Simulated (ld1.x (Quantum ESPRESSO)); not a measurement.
**neodymium (Nd), TM: configuration errors across variants**

- Element: Nd
- Generator: ld1.x (Quantum ESPRESSO) 7.5
- Type: norm-conserving Troullier–Martins (Kleinman–Bylander form)
- Functional: PBEsol
- Relativity: scalar-relativistic
- Frozen core: [Kr] 4d10 5s2
- Valence charge: 12
- Reference configuration: 4f4 5p6 5d0 6s1.5 6p0 (charge +0.5)
- Partial waves: 6s (bound): rc 3.40 bohr; 5d (bound, empty): rc 3.35 bohr; 4f (bound): rc 0.95 bohr; 5p (bound): rc 2.05 bohr
- Local potential: the p channel
- Core correction: a·sin(br)/r model core inside 0.90 bohr

All-electron excitation energies from the reference (eV): (1) 4f4 5p6 5d0 6s2 6p0 -2.323; (2) 4f4 5p6 5d0 6s1 6p0 3.494; (3) 4f4 5p6 5d0 6s0 6p0 14.184; (4) 4f4 5p6 5d1 6s0 6p0 4.533; (5) 4f5 5p6 5d0 6s0 6p0 5.980.

Tests that are not counted but printed errors over 1 eV. “base”: 4f4 5p5 5d0 6s2 6p0 (solver errors, printed error -946 eV); 4f3 5p6 5d1 6s1 6p0 (solver errors, printed error -1.5 eV). “wave 6s (bound): rc 3.40 bohr becomes 6s (bound): rc 3.28 bohr”: 4f4 5p5 5d0 6s2 6p0 (solver errors, printed error -955 eV); 4f3 5p6 5d1 6s1 6p0 (solver errors, printed error -931 eV). “core correction a·sin(br)/r model core inside 0.40 bohr”: 4f4 5p5 5d0 6s2 6p0 (solver errors, printed error -7.8 eV); 4f3 5p6 5d1 6s1 6p0 (solver errors, printed error -930 eV). “all radii but the core radius scaled by about 1.28 (s 4.36, p 2.62, d 4.30, f 1.22 bohr)”: 4f4 5p6 5d0 6s2 6p0 (solver errors, printed error -941 eV); 4f4 5p5 5d0 6s2 6p0 (solver errors, printed error -659 eV); 1 more. “wave 4f (bound): rc 0.95 bohr becomes 4f (bound): rc 1.26 bohr”: 4f4 5p5 5d0 6s2 6p0 (solver errors, printed error -854 eV); 4f3 5p6 5d1 6s1 6p0 (solver errors, printed error -2.7 eV).

4 further variants failed, have other tests or another functional or relativity, and are left out.

A true bound ghost makes a file unfit for plane-wave use even where its test errors are small: the radial tests pick states by their node count and pass the ghost by. Where a test does run into it, the solver fails or the error is huge.

Errors AE − PS in meV (a dash: test not solved or not reliable):

```tsv
change	(1)	(2)	(3)	(4)	(5)	bound ghosts
base	-1.3	-3.7	-17	-28	-287	s
wave 6s (bound): rc 3.40 bohr becomes 6s (bound): rc 3.28 bohr	-1.5	-3.9	-18	-26	-280	s
core correction a·sin(br)/r model core inside 0.40 bohr	-1.3	-3.7	-18	-28	-290	s
all radii but the core radius scaled by about 1.28 (s 4.36, p 2.62, d 4.30, f 1.22 bohr)	–	-2.9	-33	+6.4	-191	s
local potential the s channel	+1.0	-1.7	-20	-37	-761	none
wave 4f (bound): rc 0.95 bohr becomes 4f (bound): rc 1.26 bohr	-1.3	-3.7	-17	-28	-268	s
```

(1) Give the same row for: wave 5d (bound): rc 3.35 bohr becomes 5d (bound): rc 2.32 bohr.

## Answers

(1) -1.3, -3.7, -17, -31, -287; bound ghosts: s. Not counted: 4f4 5p5 5d0 6s2 6p0 (solver errors, printed error -937 eV); 4f3 5p6 5d1 6s1 6p0 (solver errors, printed error -1.7 eV).
